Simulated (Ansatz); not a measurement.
Basis-set extrapolation for C3H7NSi, SMILES `C=C[SiH2]C=N` (PBE0-D4/def2-TZVP geometry, frozen core, Ansatz 0.2.0). Multiplicity 1, RHF reference.

|  | def2-TZVPP | def2-QZVPP |
| --- | --- | --- |
| HF | -461.092671 | -461.109500 |
| MP2 correlation | -0.804624 | -0.858566 |
| CCSD(T) correlation | -0.891825 | not run |

Energies in hartree. Use E(X) = E(∞) + A·exp(−7.88·√X) for Hartree–Fock and E(X) = E(∞) + B·X^(−2.97) for correlation, with X = 3 and 4, and add CCSD(T) minus MP2 of the smaller set to the MP2 limit.

Question: What is the CCSD(T) energy at the basis-set limit?

Answer: HF limit: -461.109500 + (-0.016829) × 0.13774 = -461.11182. MP2 limit: -0.858566 + (-0.053942) × 0.74074 = -0.89852. Higher-order term: -0.891825 − (-0.804624) = -0.08720. Total: -462.09754 hartree, 296.8 kJ/mol below CCSD(T)/def2-TZVPP.
